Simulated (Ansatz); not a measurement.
Cost and result up the ladder for SnH3(nBu) (C₄H₁₂Sn) (17 atoms). Total charge 0; singlet. Geometry: PBE-D4/def2-SVP.

Cartesian coordinates in Å:
```
Sn -2.683 0.828 -0.649
H -3.190 2.474 -0.831
H -3.148 -0.062 -2.060
H -3.487 0.143 0.724
C -0.522 0.707 -0.381
C -0.004 -0.726 -0.219
C 1.526 -0.834 -0.079
C 2.095 -0.186 1.185
H -0.060 1.201 -1.263
H -0.278 1.336 0.501
H -0.480 -1.202 0.669
H -0.322 -1.338 -1.092
H 1.806 -1.910 -0.096
H 2.003 -0.384 -0.978
H 3.192 -0.330 1.255
H 1.907 0.907 1.213
H 1.643 -0.623 2.100
```

Ansatz on 4 threads of Intel Xeon on a shared host. Times are rough, and most runs start from the orbitals of an earlier one. PBE0-D4/def2-TZVPD serves as the yardstick here, not as an exact answer. Differences are given only for rows in sets of like size (and for xTB, whose basis is part of the method), since another set adds its own error. Binding counts from free atoms at the same level (Sn triplet, H doublet, C triplet; other spins of the atoms weren't run), without zero-point energy or a counterpoise term.

In the def2 sets Sn takes a core potential, while STO-3G treats all electrons; there is no spin–orbit coupling. Correlated methods freeze 8 core orbitals; core or outer-core shells of Sn are correlated, in sets that lack core-valence functions. The rows differ in basis, and correlated rows in double-zeta sets carry the largest basis error.

Correlated methods converge slowly with the basis, most of all in double-zeta sets.

```json
{"level": "HF/STO-3G", "functions": "59", "wall time": "0.71 s", "binding energy per atom (eV)": "3.73", "difference from PBE0-D4/def2-TZVPD (eV)": "–"}
{"level": "PBE-D4/def2-SVP", "functions": "142", "wall time": "1.7 s", "binding energy per atom (eV)": "3.73", "difference from PBE0-D4/def2-TZVPD (eV)": "–"}
{"level": "PBE0-D4/def2-SVP", "functions": "142", "wall time": "2.2 s", "binding energy per atom (eV)": "3.70", "difference from PBE0-D4/def2-TZVPD (eV)": "–"}
{"level": "PBE-D4/def2-TZVP", "functions": "246", "wall time": "2.8 s", "binding energy per atom (eV)": "3.71", "difference from PBE0-D4/def2-TZVPD (eV)": "0.03"}
{"level": "HF/def2-TZVP", "functions": "246", "wall time": "2.8 s", "binding energy per atom (eV)": "2.76", "difference from PBE0-D4/def2-TZVPD (eV)": "-0.92"}
{"level": "BLYP-D4/def2-TZVP", "functions": "246", "wall time": "3 s", "binding energy per atom (eV)": "3.64", "difference from PBE0-D4/def2-TZVPD (eV)": "-0.04"}
{"level": "PBE-D4/def2-TZVPD", "functions": "312", "wall time": "4.4 s", "binding energy per atom (eV)": "3.71", "difference from PBE0-D4/def2-TZVPD (eV)": "0.03"}
{"level": "PBE0-D4/def2-TZVP", "functions": "246", "wall time": "4.7 s", "binding energy per atom (eV)": "3.68", "difference from PBE0-D4/def2-TZVPD (eV)": "0.00"}
{"level": "BLYP-D4/def2-TZVPD", "functions": "312", "wall time": "5.5 s", "binding energy per atom (eV)": "3.64", "difference from PBE0-D4/def2-TZVPD (eV)": "-0.04"}
{"level": "r2SCANh-D4/def2-TZVP", "functions": "246", "wall time": "6 s", "binding energy per atom (eV)": "3.66", "difference from PBE0-D4/def2-TZVPD (eV)": "-0.02"}
{"level": "MP2/def2-TZVP", "functions": "246", "wall time": "6 s", "binding energy per atom (eV)": "3.54", "difference from PBE0-D4/def2-TZVPD (eV)": "-0.14"}
{"level": "r2SCAN-D4/def2-TZVP (with forces)", "functions": "246", "wall time": "6.5 s", "binding energy per atom (eV)": "3.67", "difference from PBE0-D4/def2-TZVPD (eV)": "-0.01"}
{"level": "PBE0-D4/def2-TZVPD", "functions": "312", "wall time": "7.5 s", "binding energy per atom (eV)": "3.68", "difference from PBE0-D4/def2-TZVPD (eV)": "0.00"}
{"level": "CCSD(T)/def2-SVP", "functions": "142", "wall time": "34 s", "binding energy per atom (eV)": "3.53", "difference from PBE0-D4/def2-TZVPD (eV)": "–"}
```
